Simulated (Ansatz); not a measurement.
Input file for Ansatz (a quantum-chemistry and plane-wave program): R-wB97X-V/def2-TZVPP on H4PbSSi (SMILES [SiH3][Pb][SH]), a point of a torsion scan. Elements past Kr take the def2 small-core potentials; no spin–orbit coupling.

Ansatz 0.2 input:
```yaml
crystal:
  periodic: [false, false, false]
  atoms:
    - {symbol: Si, position_ang: [-1.30442565, -0.18505496, 0.08448327]}
    - {symbol: Pb, position_ang: [0.67375566, 1.04416968, -1.24474489]}
    - {symbol: S, position_ang: [2.47034980, 0.18515173, 0.31957526]}
    - {symbol: H, position_ang: [-1.60494246, -1.47784110, -0.54380620]}
    - {symbol: H, position_ang: [-2.59833945, 0.50764432, 0.05934866]}
    - {symbol: H, position_ang: [-1.08283756, -0.50187149, 1.49000903]}
    - {symbol: H, position_ang: [3.48677707, 0.14031554, -0.52962040]}
basis:
  gaussian:
    orbitals: def2-TZVPP
hamiltonian:
  xc: {name: wB97X-V}
scf: {lower_state_search: off}
```

It printed:

```
WARN ansatz: RAYON_NUM_THREADS=1 ignored (pool sized by the plan → 1); use --threads N
Functional definition: wB97X-V
these checks for a lower state are left out or cut short: stability, starts, cluster_reference, orbital_swaps, neighbouring_geometries, increment
integrals: 0.16 GiB planned
1235 factors; their error is unknown
integrals: 0.19 GiB planned
313 factors; integrals over basis functions are off by at most 1.2e-5 eV
mean field: 1.22 GiB planned
mean field evaluation 1: about -24022.3823 eV, gradient 2.0e1 eV
mean field evaluation 2: about -24023.2436 eV, gradient 1.8e1 eV
mean field evaluation 4: about -24024.0152 eV, gradient 1.0e0 eV
mean field evaluation 8: about -24024.0259 eV, gradient 4.1e-2 eV
mean field evaluation 16: about -24024.0623 eV, gradient 4.0e-4 eV
mean field -24024.06230512 eV, -882.8680056190 hartree, gradient 4.8e-6 eV, S^2 0.000000; 0 other end points of the search recorded, 0 dependent functions left out
reference -24024.06230284 eV, -882.8680055352 hartree; 28, 28 occupied and 162, 162 virtual orbitals, 1235 factors
Total energy: -24024.06230284 eV, -882.8680055352 hartree
Checks for a lower state left out: stability, starts, cluster_reference, orbital_swaps, neighbouring_geometries, increment
```

Self-consistency was reached.

Cost: around 9 core-seconds (rough).
